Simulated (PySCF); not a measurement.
## Electric field gradients and quadrupole coupling constants

Species: C7H15NSi.
Structure used (GFN2-xTB), in Å, numbered top down from 1:
```xyz
24
C7H15NSi angstrom
C      3.018   -0.166   -0.677
C      2.078   -1.002    0.184
C      0.911   -0.207    0.769
C     -0.052    0.364   -0.279
C     -0.714   -0.695   -1.100
N     -0.834   -1.875   -0.693
C     -1.124    1.201    0.412
C     -2.164    0.474    1.277
Si    -2.912    1.425   -0.160
H      3.882   -0.757   -0.972
H      3.370    0.704   -0.126
H      2.523    0.176   -1.583
H      1.682   -1.833   -0.400
H      2.648   -1.425    1.015
H      0.342   -0.863    1.428
H      1.302    0.622    1.364
H      0.495    1.026   -0.961
H     -1.109   -0.327   -2.060
H     -1.331   -2.509   -1.315
H     -0.671    2.057    0.905
H     -2.268    0.817    2.297
H     -2.126   -0.605    1.223
H     -3.520    2.719    0.096
H     -3.435    0.698   -1.303
```

Field gradients from the PBE0/pcSseg-1 density (PySCF, non-relativistic), principal values in atomic units, ordered |Vxx| ≤ |Vyy| ≤ |Vzz|:

| atom | Vxx | Vyy | Vzz |
| --- | --- | --- | --- |
| N6 | 0.3140 | 0.7014 | -1.0154 |

Find the asymmetry η = (Vxx − Vyy)/Vzz and the couplings χ = eQV/h (234.96 MHz × Q in barn × V in au), with Q(14N) = 0.02044 b.

| atom | environment | nucleus | η | χzz (MHz) | χxx (MHz) | χyy (MHz) |
| --- | --- | --- | --- | --- | --- | --- |
| N6 | imine nitrogen | 14N | 0.38 | -4.877 | 1.508 | 3.369 |

The tensor is traceless: Vxx + Vyy + Vzz = 0.

What is Vzz at N6 in SI units (1 au = 9.71736 × 10²¹ V/m²)?

-1.0154 au = -9.867 × 10²¹ V/m².

And the gradient at the other heavy atoms, for which no coupling is worked out here?

| atom | environment | Vzz (au) | η |
| --- | --- | --- | --- |
| C1 | methyl carbon | 0.027 | 0.23 |
| C2 | chain CH2 carbon | -0.073 | 0.74 |
| C3 | chain CH2 carbon | -0.078 | 0.85 |
| C4 | sp3 CH carbon | -0.066 | 0.73 |
| C5 | imine carbon | 0.448 | 0.27 |
| C7 | sp3 carbon bound to silicon | 0.126 | 0.59 |
| C8 | sp3 carbon bound to silicon | 0.123 | 0.30 |
| Si9 | SiH2 silicon | 0.092 | 0.80 |

Were the hydrogens deuterons (Q(2H) = 0.00286 b), χzz would run from 116 kHz (H23 and H24) to 262 kHz (H19).

Isolated species at its GFN2-xTB geometry (one conformer only). GFN2-xTB bond lengths can be off by several hundredths of an ångström, more for odd bonds, and the gradients follow them. A larger basis could move these couplings by a tenth or more.
